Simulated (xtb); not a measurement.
xtb input (GFN2-xTB):

```bash
xtb mol.xyz --gfn 2 --sp --chrg -1 --uhf 0
```
mol.xyz:
```
13

Si    -0.24622884     0.05312612    -0.42862485
Cl     0.39340431    -0.52056076     1.70471086
C     -1.76771502    -0.46367467    -1.09891695
C      1.28442134    -0.62958997    -1.31220440
C     -0.06539510     1.92753608    -0.21984139
H     -1.90063601    -1.49780608    -1.41201220
H     -2.69378486     0.00475496    -0.77014236
H      1.21691085    -1.71821931    -1.38323865
H      2.20113723    -0.38442119    -0.77201087
H      1.34754303    -0.22818016    -2.32721067
H     -0.04960312     2.41860846    -1.19654525
H     -0.91566517     2.32178607     0.34258650
H      0.84556126     2.18361585     0.32501314
```

End of the output:

```
         :::::::::::::::::::::::::::::::::::::::::::::::::::::
         ::                     SUMMARY                     ::
         :::::::::::::::::::::::::::::::::::::::::::::::::::::
         :: total energy             -16.957107491794 Eh    ::
         :: gradient norm              0.039675006384 Eh/a0 ::
         :: HOMO-LUMO gap              4.349551334175 eV    ::
         ::.................................................::
         :: SCC energy               -17.151893629580 Eh    ::
         :: -> isotropic ES            0.131473468705 Eh    ::
         :: -> anisotropic ES          0.014596010057 Eh    ::
         :: -> anisotropic XC         -0.002461817345 Eh    ::
         :: -> dispersion             -0.009827563917 Eh    ::
         :: repulsion energy           0.194786137786 Eh    ::
         :: add. restraining           0.000000000000 Eh    ::
         :: total charge              -1.000000000000 e     ::
         :::::::::::::::::::::::::::::::::::::::::::::::::::::

           -------------------------------------------------
          |                Property Printout                |
           -------------------------------------------------

    * Orbital Energies and Occupations

         #    Occupation            Energy/Eh            Energy/eV
      -------------------------------------------------------------
         1        2.0000           -0.8453977             -23.0044
       ...           ...                  ...                  ...
         4        2.0000           -0.3926981             -10.6859
         5        2.0000           -0.3296437              -8.9701
         6        2.0000           -0.3148199              -8.5667
         7        2.0000           -0.3124731              -8.5028
         8        2.0000           -0.3098419              -8.4312
         9        2.0000           -0.3071961              -8.3592
        10        2.0000           -0.2610121              -7.1025
        11        2.0000           -0.2378084              -6.4711
        12        2.0000           -0.2313253              -6.2947
        13        2.0000           -0.2285573              -6.2194
        14        2.0000           -0.2162428              -5.8843
        15        2.0000           -0.2112292              -5.7478
        16        2.0000           -0.1281871              -3.4881 (HOMO)
        17                          0.0316560               0.8614 (LUMO)
        18                          0.0634008               1.7252
        19                          0.0966004               2.6286
        20                          0.1592791               4.3342
        21                          0.1907103               5.1895
        22                          0.2170780               5.9070
        23                          0.2528180               6.8795
        24                          0.2529729               6.8837
        25                          0.2589921               7.0475
        26                          0.2610527               7.1036
        27                          0.2870392               7.8107
       ...                                ...                  ...
        38                          0.9934303              27.0326
      -------------------------------------------------------------
                  HL-Gap            0.1598431 Eh            4.3496 eV
             Fermi-level           -0.0482655 Eh           -1.3134 eV

     #   Z          covCN         q      C6AA      α(0)
     1  14 Si       3.400     0.444   108.364    20.495
     2  17 Cl       0.762    -0.584   118.647    16.662
     3   6 C        2.736    -0.317    36.880     9.943
     4   6 C        3.648    -0.165    24.074     7.049
     5   6 C        3.648    -0.165    24.074     7.049
     6   1 H        0.925    -0.035     3.751     3.029
     7   1 H        0.925    -0.035     3.751     3.029
     8   1 H        0.924    -0.029     3.609     2.971
     9   1 H        0.924    -0.010     3.234     2.812
    10   1 H        0.924    -0.033     3.696     3.006
    11   1 H        0.924    -0.033     3.696     3.006
    12   1 H        0.924    -0.029     3.609     2.971
    13   1 H        0.924    -0.010     3.234     2.812

 Mol. C6AA /au·bohr⁶  :       2704.885046
 Mol. C8AA /au·bohr⁸  :      86575.364069
 Mol. α(0) /au        :         84.835401

Wiberg/Mayer (AO) data.
largest (>0.10) Wiberg bond orders for each atom

 ---------------------------------------------------------------------------
     #   Z sym  total        # sym  WBO       # sym  WBO       # sym  WBO
 ---------------------------------------------------------------------------
     1  14 Si   3.851 --     3 C    1.635     4 C    0.820     5 C    0.820
                             2 Cl   0.586
     2  17 Cl   0.718 --     1 Si   0.586
     3   6 C    3.733 --     1 Si   1.635     7 H    0.972     6 H    0.972
     4   6 C    3.957 --     8 H    1.010    10 H    1.008     9 H    1.000
                             1 Si   0.820
     5   6 C    3.957 --    12 H    1.010    11 H    1.008    13 H    1.000
                             1 Si   0.820
     6   1 H    0.999 --     3 C    0.972
     7   1 H    0.999 --     3 C    0.972
     8   1 H    0.999 --     4 C    1.010
     9   1 H    1.000 --     4 C    1.000
    10   1 H    0.999 --     4 C    1.008
    11   1 H    0.999 --     5 C    1.008
    12   1 H    0.999 --     5 C    1.010
    13   1 H    1.000 --     5 C    1.000
 ---------------------------------------------------------------------------

Topologies differ in total number of bonds
Writing topology from bond orders to xtbtopo.mol

molecular dipole:
                 x           y           z       tot (Debye)
 q only:        0.191       0.390      -0.677
   full:        0.783       0.689      -0.646       3.118
molecular quadrupole (traceless):
                xx          xy          yy          xz          yz          zz
 q only:        0.631       0.179       2.919      -3.646       0.977      -3.550
  q+dip:        2.089       0.836       4.958      -6.076       2.120      -7.047
Note: The following floating-point exceptions are signalling: IEEE_UNDERFLOW_FLAG IEEE_DENORMAL
normal termination of xtb
   full:        0.779      -0.300       6.273      -7.458       2.230      -7.052

           -------------------------------------------------
          | TOTAL ENERGY              -16.957107491794 Eh   |
          | GRADIENT NORM               0.039675006384 Eh/α |
          | HOMO-LUMO GAP               4.349551334175 eV   |
           -------------------------------------------------

------------------------------------------------------------------------
------------------------------------------------------------------------
 total:
 SCF:
```

It need not be the lowest isomer of its formula. Whether it binds its extra electron was not tested at this geometry.
